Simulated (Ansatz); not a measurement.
Total energies of C2H2AlClO.

```xyz
7

Cl   -1.546   -0.595   -2.789
Al   -0.550   -0.202   -1.015
C    -0.180   -0.573    0.792
C     0.637    0.487    0.614
O     0.636    1.052   -0.639
H    -0.301   -1.131    1.705
H     1.304    0.962    1.332
```

The species carries charge 0 and has multiplicity 1. The geometry is a stationary point of PBE0-D4/def2-TZVP. Basis def2-TZVPP, Ansatz.

RPA on PBE orbitals: Hartree–Fock energy of these orbitals -853.27604 Eh, correlation -1.27019 Eh (frozen core).

| functional | energy without D4 (Eh) | D4 term (kJ/mol) |
| --- | --- | --- |
| LDA (SPW92) | -851.64414 | – |
| PBE | -854.91948 | -15.3 |
| revPBE | -855.23676 | -43.9 |
| BLYP | -855.38253 | -33.4 |
| r2SCAN | -855.28546 | -3.6 |
| r2SCANh | -855.27279 | -3.9 |
| r2SCAN0 | -855.25492 | -4.3 |
| HSE06 (plane-wave form) | -854.96106 | -12.2 |
| BHLYP | -855.33803 | -20.4 |
| CAM-B3LYP | -855.37276 | -13.3 |
| LC-ωPBE | -855.10501 | – |
| ωB97M-V | -855.33798 | – |
| B2PLYP | -855.06235 | – |
| PBE-QIDH | -854.78696 | – |

Give the same for B97M-V, PBE0, B3LYP, ωB97X-V. (Estimate.)

Ansatz gave: 
| functional | energy without D4 (Eh) | D4 term (kJ/mol) |
| --- | --- | --- |
| B97M-V | -855.22608 | – |
| PBE0 | -854.98205 | -13.0 |
| B3LYP | -855.45698 | -24.9 |
| ωB97X-V | -855.26291 | – |

B3LYP takes the VWN-RPA correlation (the form of Gaussian; ORCA's B3LYP/G). HSE06 is the plane-wave form, built on full-range PBE exchange. The double hybrids freeze the cores in their second-order part.

LC-ωPBE has ω = 0.4 bohr⁻¹.
